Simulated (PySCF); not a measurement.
# Dipole polarisabilities along the second row, charge +2

Calculated with PySCF 2.14 for the ground configurations, without spin-orbit coupling: coupled response for Hartree-Fock and DFT. Mean α in bohr³, C₆ of like pairs in atomic units.

| species | α UHF | α PBE | α PBE0 | C₆ UHF | C₆ PBE | C₆ PBE0 |
| --- | --- | --- | --- | --- | --- | --- |
| Be²⁺ 1s2 (aug-cc-pVQZ with one added diffuse shell each of s, p, d, f, g type, non-relativistic) | 0.05062 | 0.05398 | 0.05301 | 0.01007 | 0.01096 | 0.01070 |
| B²⁺ [He] 2s1 (aug-cc-pVQZ with one added diffuse shell each of s, p, d, f, g type, non-relativistic) | 7.940 | 7.000 | 7.215 | 11.16 | 9.303 | 9.716 |
| C²⁺ [He] 2s2 (aug-cc-pVQZ with one added diffuse shell each of s, p, d, f, g type, non-relativistic) | 4.508 | 4.223 | 4.281 | 7.108 | 6.505 | 6.629 |
| N²⁺ [He] 2s2 2p1 (aug-cc-pVQZ with one added diffuse shell each of s, p, d, f, g type, non-relativistic) | 2.714 | 2.589 | 2.602 | 3.843 | 3.677 | 3.694 |
| O²⁺ [He] 2s2 2p2 (aug-cc-pVQZ with one added diffuse shell each of s, p, d, f, g type, non-relativistic) | 1.803 | 1.748 | 1.747 | 2.358 | 2.341 | 2.326 |
| F²⁺ [He] 2s2 2p3 (aug-cc-pVQZ with one added diffuse shell each of s, p, d, f, g type, non-relativistic) | 1.273 | 1.252 | 1.246 | 1.561 | 1.595 | 1.572 |
| Ne²⁺ [He] 2s2 2p4 (aug-cc-pVQZ with one added diffuse shell each of s, p, d, f, g type, non-relativistic) | 0.8307 | 0.8728 | 0.8574 | 1.034 | 1.110 | 1.083 |
